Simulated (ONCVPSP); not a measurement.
# La (Z = 57): one change to an ONCV potential, before and after

La (Z = 57), optimised norm-conserving Vanderbilt (ONCV), made with ONCVPSP 4.0.1 (LDA (Perdew-Wang 92), scalar-relativistic). Core [Kr] 4d10, reference 5s2 5p6 5d1 6s1.5 6p0.5. Waves: 5s+6s: rc 2.95 bohr, ncon 4, nbas 9, qcut 3.5 1/bohr, 2 projectors; 5p+6p: rc 2.55 bohr, ncon 3, nbas 7, qcut 5.9 1/bohr, 3 projectors, debl 1.9 Ha; 5d: rc 2.55 bohr, ncon 4, nbas 9, qcut 3.8 1/bohr, 1 projector; f scattering state at 0.02 Ha: rc 2.35 bohr, ncon 4, nbas 7, qcut 5.5 1/bohr, local. Local part: the f channel. Core correction: Teter function, fcfact 1.75, rcfact 1.

In the f channel the program set the typed energies aside and used -0.189 Ha.

All-electron outer shells of the reference configuration (LDA (PZ), scalar-relativistic, ld1.x):

```json
{"shell": "4d", "level (eV)": "-104.40", "outermost node (bohr)": "0.32", "outermost maximum (bohr)": "0.68"}
{"shell": "5s", "level (eV)": "-39.63", "outermost node (bohr)": "0.77", "outermost maximum (bohr)": "1.41"}
{"shell": "5p", "level (eV)": "-23.03", "outermost node (bohr)": "0.83", "outermost maximum (bohr)": "1.58"}
{"shell": "6s", "level (eV)": "-4.15", "outermost node (bohr)": "1.86", "outermost maximum (bohr)": "3.74"}
{"shell": "5d", "level (eV)": "-3.66", "outermost node (bohr)": "0.95", "outermost maximum (bohr)": "2.21"}
{"shell": "6p", "level (eV)": "-1.69", "outermost node (bohr)": "2.20", "outermost maximum (bohr)": "4.93"}
```

Change: core correction Teter function, fcfact 5, rcfact 1.15.

Cutoffs: the cutoffs (Ha) at which the residual kinetic energy of the hardest occupied pseudo-wave falls to 1 and 0.1 mHa per electron; they do not see the model core or the augmentation charge, which bear on the density cutoff. Errors are all-electron minus pseudo energies relative to the spin-unpolarised reference configuration.

**Question.** How do hardness, ghosts and transferability respond?

**Answer.** The potential gets neither clearly harder nor softer (9.0 Ha and 12 Ha → 9.0 Ha and 12 Ha); both files keep a bound ghost (s); of the 4 tests that both files solve, the error grows in 2 and shrinks in 0 by more than 15 % and 0.3 meV (median size 2.7 → 3.2 meV). A model core, the more so a compact one, raises the density cutoff, which this test does not measure.

| quantity | base | changed |
| --- | --- | --- |
| cutoff, loose | 9.0 Ha | 9.0 Ha |
| cutoff, tight | 12 Ha | 12 Ha |
| bound ghosts | s | s |
| GHOST(+) flags under 300 eV | p at 189.6 eV | p at 189.6 eV |
| error for 5s2 5p6 5d1 6s2 6p0, meV [ΔE -1.21 eV] | -0.3 | -0.4 |
| error for 5s2 5p6 5d1 6s1 6p0, meV [ΔE 4.94 eV] | -1.6 | -1.7 |
| error for 5s2 5p6 5d1 6s0 6p0, meV [ΔE 16.09 eV] | -12 | -14 |
| error for 5s2 5p6 5d1 6s0 6p2, meV [ΔE 3.83 eV] | -3.8 | -4.6 |
| s: phases at 3.00 bohr within 0.05 rad from the reference energy up to (Ha; the scan ends near 5) | 2.4 | 2.4 |
| p: phases at 2.58 bohr within 0.05 rad from the reference energy up to (Ha; the scan ends near 5) | to the end of the scan | to the end of the scan |
| d: phases at 2.58 bohr within 0.05 rad from the reference energy up to (Ha; the scan ends near 5) | 0.7 | 0.7 |
| f: phases at 2.39 bohr within 0.05 rad from the reference energy up to (Ha; the scan ends near 5) | -0.1 | -0.1 |
| rms error of d²Exc/dni dnj with the model core, mHa | 2.53 | 0.87 |

Base: The cutoffs count occupied waves only; projector 1 of the f channel, the hardest unoccupied one, needs 35 Ha at the loose tolerance. Changed file: The cutoffs count occupied waves only; projector 1 of the f channel, the hardest unoccupied one, needs 35 Ha at the loose tolerance. A true bound ghost makes a file unfit for plane-wave use even where its test errors are small: the radial tests pick states by their node count and pass the ghost by.
